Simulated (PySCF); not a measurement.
A GIAO shielding run with PySCF 2.14.0 with density-fitted response routines (density fitting, non-relativistic, gas phase) on SMILES CO[C@@H]1[C@H]([SiH3])[C@@H]1S(C)(=O)=O, C$_{5}$H$_{12}$O$_{3}$SSi:

```
$ OMP_NUM_THREADS=1 python probes_run.py task.json out

{"job": {"kind": "nmr", "xc": "PBE0", "basis": "pcSseg-1"}, "charge": 0, "multiplicity": 1}
C      1.754650    -1.740592     0.596693
O      0.535265    -1.266684     0.059125
C      0.728062    -0.355599    -0.975436
C      0.892473     1.102917    -0.689148
Si     0.918111     1.756279     1.100984
C     -0.381127     0.592849    -1.287852
S     -1.807909     0.632010    -0.213188
C     -2.440245    -1.055159    -0.033803
O     -2.826554     1.408801    -0.865352
O     -1.376375     1.091426     1.088021
H      1.491104    -2.406050     1.416009
H      2.320110    -2.295895    -0.161224
H      2.366843    -0.915192     0.970286
H      1.266207    -0.792095    -1.821859
H      1.538754     1.640281    -1.373129
H      0.779968     0.757036     2.148438
H      2.363875     2.117537     1.153246
H      0.216753     3.025791     1.196483
H     -0.666903     0.794050    -2.309168
H     -2.774651    -1.387132    -1.007826
H     -1.638187    -1.671299     0.347722
H     -3.270634    -1.013894     0.660129
```

Hardware: 1 thread of an Arm Neoverse N1, shared host. The job also computes population analyses, field gradients, ring-centre shieldings.

(1) How large is the calculation?

(2) How long does it take, and how much memory does it need?

## Answers

(1) 96 electrons, 244 basis functions and 1312 auxiliary functions.

(2) 110 s of wall time, with 15 SCF cycles and 4 response iterations; peak memory 1.1 GiB. Times on a shared host scatter by some tens of per cent.
